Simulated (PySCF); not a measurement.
Ionisation energy of Pr by level of theory

Pr [Xe] 4f3 6s2 (high-spin determinant) → Pr⁺ [Xe] 4f3 6s1 (high-spin determinant), as a difference of total energies. Computed with PySCF 2.14 in ANO-RCC-VTZP, with the spin-free X2C one-electron Hamiltonian (Gaussian nucleus). Correlated levels: valence: [Kr] 4d10 frozen; valence and next inner shell: [Ar] 3d10 frozen. The calculations carry no spin-orbit coupling.

| method | ionisation energy (eV) |
| --- | --- |
| UHF | 4.447 |
| LDA | 5.618 |
| PBE | 5.414 |
| PBE0 | 5.318 |
| r2SCAN | 5.096 |
| MP2 (valence) | 5.324 |
| SCS-MP2 (valence) | 5.375 |
| MP2 (valence and next inner shell) | 5.364 |
| SCS-MP2 (valence and next inner shell) | 5.399 |

**Question.** How much does correlation contribute at MP2 (valence and next inner shell)?

**Answer.** 5.364 − (4.447) = 0.917 eV, measured against UHF.

Errors of the correlated levels include the incompleteness of this basis and the frozen core.

The determinant of Pr and of Pr⁺ mixes LS terms, which raises its energy above the lowest term, most at the Hartree-Fock and MP2 levels.

For comparison: 5.470 eV (semi-empirical (NIST evaluation); NIST Atomic Spectra Database, ionization energies).
